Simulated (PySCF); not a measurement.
Precursor series Zr F-NH2. Isolated molecules, 0 K electronic values unless said otherwise. One relaxed conformer stands for each flexible species; it need not be the lowest.

Level of theory: TPSSh-D3(BJ)/def2-TZVP // BP86-D3(BJ)/def2-SVP (PySCF). 

| species | HOMO (eV) | coordination number | mean distance from the central atom to its bonded neighbours (Å) | charge on the central atom (Mulliken) (e) |
|---|---|---|---|---|
| 1 of 4 F replaced by NH2 ([Zr(F)3(NH2)]) | -7.36 | 4 | 1.947 | 1.78 |
| 2 of 4 F replaced by NH2 ([Zr(F)2(NH2)2]) | -6.41 | 4 | 1.987 | 1.75 |
| 3 of 4 F replaced by NH2 ([Zr(F)(NH2)3]) | -6.27 | 4 | 2.023 | 1.72 |
| 4 of 4 F replaced by NH2 ([Zr(NH2)4]) | -5.93 | 4 | 2.061 | 1.72 |
